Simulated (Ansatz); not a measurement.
Worked example: CH6N2 + C2H10OSi2 → SiN2H6 + C3H10OSi

Gas-phase species: CH6N2 (methylhydrazine) `CNN`, singlet; C2H10OSi2 `CO[SiH](C)[SiH3]`, singlet; SiN2H6 `NN[SiH3]`, singlet; C3H10OSi `CO[SiH](C)C`, singlet. The partners trade CH3 for SiH3: N–CH3 and Si–SiH3 bonds give way to N–SiH3 and Si–CH3.

Shapes, held fixed at every level: PBE0-D4/def2-TZVP. Flexible molecules stand in one conformer, not always the lowest. Programs: Ansatz 0.2.0. Electronic energies: no zero-point or thermal term.

At CCSD(T)/CBS estimate; 1 Eh = 2625.50 kJ/mol:

```
  species  energy (Eh)
    CH6N2  -151.016748
C2H10OSi2  -735.487108
   SiN2H6  -402.059453
 C3H10OSi  -484.488827
```

Question: Work out ΔE of the reaction at this level.

Answer: 
1. Products less reactants: (-402.059453) + (-484.488827) − [(-151.016748) + (-735.487108)] = -0.044424 Eh = -116.6 kJ/mol.

Other levels give -122.0 (HF/def2-TZVPP) to -98.4 kJ/mol (PBE-D4/def2-TZVPP). No measured value is set beside it here. The CBS estimate extrapolates MP2 from def2-TZVPP and def2-QZVPP and adds CCSD(T) − MP2 in the triple-zeta set, cores frozen.
